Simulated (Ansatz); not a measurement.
Relaxation of the cluster Cu5O4⁺ with RKS PBE0-D4/def2-SVP.

```sh
$ ansatz run in.yaml --threads 4 --pin off --events-out ev --progress --plain --max-ram 4787MiB
```

```yaml
crystal:
  periodic: [false, false, false]
  atoms:
    - {symbol: Cu, position_ang: [0.530220, -1.315060, 0.117050]}
    - {symbol: Cu, position_ang: [-0.357290, 2.177140, -0.154970]}
    - {symbol: Cu, position_ang: [-0.500060, -3.420370, 0.151320]}
    - {symbol: Cu, position_ang: [1.745590, 0.900260, -0.012250]}
    - {symbol: Cu, position_ang: [-1.670140, -0.029480, -0.024550]}
    - {symbol: O, position_ang: [1.296520, 2.523430, -0.204130]}
    - {symbol: O, position_ang: [2.142540, -0.738220, 0.173380]}
    - {symbol: O, position_ang: [-1.218060, -1.758960, 0.049460]}
    - {symbol: O, position_ang: [-1.969310, 1.661250, -0.095310]}
basis:
  gaussian: {orbitals: def2-SVP}
total_charge: 1
hamiltonian: {xc: pbe0, dispersion: d4}
scf: {lower_state_search: "off"}
output: {orbitals: {seedname: orbitals}}
relax: {f_tol: 0.02, max_steps: 100}
```

It took 7.7 min on 4 threads of Intel Xeon on a shared host, peak host memory 1.1 GiB.

Positions (Å) and forces (eV/Å) at steps 1, 2, 3, 4, 5, 6, 7, 8, 9, 10, 11, 12, 13, 15 of 15:

```xyz
9
step=1 energy=-231302.3586 eV
Cu    0.530   -1.315    0.117   -0.358    0.179   -0.126
Cu   -0.357    2.177   -0.155   -0.837    1.025   -0.252
Cu   -0.500   -3.420    0.151   -0.473   -0.994   -0.036
Cu    1.746    0.900   -0.012    0.914   -0.253    0.101
Cu   -1.670   -0.029   -0.025   -0.196   -0.903    0.095
O     1.297    2.523   -0.204    0.930    1.416   -0.201
O     2.143   -0.738    0.173    1.156   -0.789    0.276
O    -1.218   -1.759    0.049   -0.009   -0.102    0.025
O    -1.969    1.661   -0.095   -1.126    0.420    0.117
9
step=2 energy=-231302.6585 eV
Cu    0.546   -1.328    0.135   -0.090    0.235    0.034
Cu   -0.375    2.223   -0.190   -0.580    0.671   -0.214
Cu   -0.553   -3.476    0.063   -0.430   -0.623   -0.077
Cu    1.778    0.918   -0.007    0.435    0.101    0.092
Cu   -1.671   -0.041    0.006   -0.215   -0.570    0.012
O     1.306    2.537   -0.389    0.627    0.432   -0.124
O     2.162   -0.724    0.362    0.450   -0.279    0.085
O    -1.205   -1.779   -0.029    0.128   -0.026    0.053
O    -1.987    1.670    0.050   -0.325    0.059    0.139
9
step=3 energy=-231302.8636 eV
Cu    0.562   -1.333    0.174   -0.195    0.188    0.184
Cu   -0.386    2.293   -0.257   -0.598    0.303    0.012
Cu   -0.680   -3.586   -0.030   -0.362   -0.110   -0.077
Cu    1.817    0.977    0.010   -0.036    0.407    0.094
Cu   -1.663   -0.085    0.037   -0.372    0.033   -0.071
O     1.327    2.583   -0.523    0.395   -0.399    0.107
O     2.173   -0.674    0.490   -0.067    0.100   -0.301
O    -1.183   -1.822   -0.069    0.554   -0.133    0.160
O    -1.966    1.648    0.169    0.682   -0.390   -0.109
9
step=4 energy=-231303.0451 eV
Cu    0.560   -1.324    0.217   -0.322    0.183    0.315
Cu   -0.381    2.371   -0.288   -0.660    0.033   -0.121
Cu   -0.833   -3.706   -0.034   -0.324    0.274   -0.022
Cu    1.838    1.060    0.038    0.201   -0.028   -0.168
Cu   -1.662   -0.150    0.023   -0.257    0.230    0.303
O     1.362    2.672   -0.495    0.019   -0.402    0.429
O     2.191   -0.629    0.424   -0.418    0.350   -0.302
O    -1.162   -1.886   -0.039    0.809   -0.344   -0.155
O    -1.913    1.592    0.154    0.951   -0.297   -0.278
9
step=5 energy=-231303.2460 eV
Cu    0.535   -1.282    0.318    0.303   -0.022   -0.109
Cu   -0.390    2.437   -0.373   -0.149    0.087   -0.057
Cu   -0.998   -3.812   -0.058   -0.193    0.591    0.001
Cu    1.892    1.131    0.020    0.146   -0.199   -0.299
Cu   -1.661   -0.227    0.091   -0.202    0.323    0.028
O     1.386    2.762   -0.384   -0.549   -0.437    0.349
O     2.192   -0.581    0.321   -0.593    0.209    0.118
O    -1.120   -1.951   -0.026    0.549   -0.439    0.090
O    -1.835    1.523    0.091    0.689   -0.113   -0.122
9
step=6 energy=-231303.3622 eV
Cu    0.591   -1.319    0.346    0.356    0.137   -0.229
Cu   -0.426    2.495   -0.418    0.343    0.362    0.072
Cu   -1.134   -3.834   -0.048   -0.086    0.630    0.027
Cu    1.914    1.144   -0.032    0.074    0.212   -0.245
Cu   -1.639   -0.250    0.083   -0.054    0.133    0.001
O     1.350    2.797   -0.228   -0.852   -0.655    0.077
O     2.214   -0.556    0.242   -0.501   -0.206    0.277
O    -1.070   -1.971    0.048    0.294   -0.542    0.072
O    -1.801    1.493    0.005    0.426   -0.071   -0.052
9
step=7 energy=-231303.5179 eV
Cu    0.673   -1.377    0.386    0.432    0.380   -0.222
Cu   -0.520    2.656   -0.490    0.493   -0.107    0.465
Cu   -1.317   -3.831   -0.096    0.050    0.653    0.057
Cu    1.914    1.129   -0.114    0.025    0.465    0.054
Cu   -1.555   -0.278    0.095    0.254   -0.044   -0.047
O     1.249    2.770   -0.188   -0.887   -0.703   -0.284
O     2.241   -0.534    0.322   -0.447   -0.287    0.129
O    -0.979   -2.000    0.064   -0.167   -0.745    0.069
O    -1.705    1.465    0.022    0.246    0.389   -0.222
9
step=8 energy=-231303.6246 eV
Cu    0.733   -1.397    0.341    0.068    0.176   -0.145
Cu   -0.564    2.746   -0.444    0.079   -0.443    0.411
Cu   -1.406   -3.796   -0.056    0.035    0.438    0.069
Cu    1.918    1.115   -0.131    0.005    0.366    0.132
Cu   -1.467   -0.277    0.040    0.222   -0.078    0.059
O     1.166    2.720   -0.101   -0.457   -0.427   -0.315
O     2.268   -0.550    0.294   -0.142   -0.068    0.068
O    -0.941   -2.018    0.143   -0.138   -0.447   -0.058
O    -1.707    1.456   -0.086    0.326    0.484   -0.222
9
step=9 energy=-231303.7262 eV
Cu    0.781   -1.341    0.262    0.138   -0.309    0.009
Cu   -0.635    2.700   -0.330    0.103    0.277   -0.033
Cu   -1.581   -3.704   -0.045   -0.055   -0.049    0.017
Cu    2.015    1.146   -0.079    0.218    0.092   -0.168
Cu   -1.357   -0.288    0.031   -0.172   -0.185   -0.014
O     1.095    2.624   -0.261   -0.155   -0.040    0.068
O     2.310   -0.511    0.409   -0.262    0.006    0.098
O    -0.881   -2.039    0.088    0.180    0.297   -0.015
O    -1.749    1.414   -0.076    0.005   -0.089    0.038
9
step=10 energy=-231303.7263 eV
Cu    0.783   -1.386    0.285   -0.221    0.364    0.036
Cu   -0.630    2.713   -0.255    0.090   -0.215    0.046
Cu   -1.648   -3.711   -0.043   -0.005    0.030    0.014
Cu    2.160    1.214   -0.199   -0.100   -0.088    0.348
Cu   -1.384   -0.345    0.005    0.384    0.083   -0.037
O     1.098    2.603   -0.286    0.085    0.245   -0.208
O     2.195   -0.391    0.499    0.214   -0.132   -0.220
O    -0.869   -2.075    0.051   -0.131   -0.296    0.002
O    -1.705    1.377   -0.057   -0.315    0.009    0.020
9
step=11 energy=-231303.7693 eV
Cu    0.798   -1.369    0.225    0.171   -0.001    0.079
Cu   -0.653    2.709   -0.275    0.047   -0.078    0.019
Cu   -1.682   -3.693    0.030    0.037    0.092    0.011
Cu    2.125    1.217   -0.081    0.021   -0.139    0.095
Cu   -1.338   -0.331   -0.014   -0.034    0.140   -0.022
O     1.079    2.626   -0.277    0.011   -0.131    0.012
O     2.276   -0.468    0.441   -0.300    0.284   -0.177
O    -0.857   -2.070    0.030   -0.026   -0.099   -0.022
O    -1.746    1.379   -0.079    0.073   -0.069    0.006
9
step=12 energy=-231303.8028 eV
Cu    0.749   -1.344    0.215    0.017    0.124   -0.066
Cu   -0.597    2.607   -0.258   -0.029    0.004   -0.005
Cu   -1.718   -3.716    0.083   -0.013   -0.051    0.005
Cu    2.273    1.333   -0.014   -0.029    0.026    0.037
Cu   -1.393   -0.378   -0.038   -0.044    0.175   -0.035
O     1.145    2.655   -0.220    0.004   -0.072    0.001
O     2.201   -0.378    0.313   -0.134   -0.098   -0.016
O    -0.888   -2.110    0.044    0.104    0.052    0.062
O    -1.772    1.331   -0.126    0.124   -0.160    0.017
9
step=13 energy=-231303.8081 eV
Cu    0.719   -1.317    0.151    0.067   -0.049    0.072
Cu   -0.584    2.604   -0.261    0.015   -0.041    0.018
Cu   -1.685   -3.735    0.133    0.004   -0.013    0.001
Cu    2.283    1.340    0.037   -0.003   -0.028    0.023
Cu   -1.411   -0.378   -0.048   -0.062    0.009   -0.020
O     1.157    2.657   -0.171   -0.021    0.013   -0.016
O     2.177   -0.386    0.258    0.092    0.083   -0.048
O    -0.902   -2.103    0.070   -0.071   -0.122   -0.018
O    -1.754    1.319   -0.168   -0.022    0.147   -0.013
9
step=15 energy=-231303.8121 eV
Cu    0.712   -1.309    0.152    0.000   -0.010    0.006
Cu   -0.575    2.593   -0.244    0.003   -0.004    0.004
Cu   -1.673   -3.745    0.163    0.010   -0.001    0.001
Cu    2.300    1.346    0.054    0.002    0.002    0.005
Cu   -1.435   -0.378   -0.070    0.013    0.004    0.000
O     1.164    2.657   -0.132   -0.006   -0.004   -0.003
O     2.185   -0.385    0.203   -0.006    0.001   -0.007
O    -0.912   -2.103    0.083   -0.011    0.005   -0.001
O    -1.766    1.324   -0.209   -0.005    0.008   -0.004
```

The restricted singlet is unstable towards broken spin symmetry in Hartree–Fock (as tested in another run); at PBE0-D4/def2-SVP this wasn't settled. Another isomer (singlet) lies 0.34 eV lower at PBE0-D4/def2-TZVP; other spin states weren't run for this one.
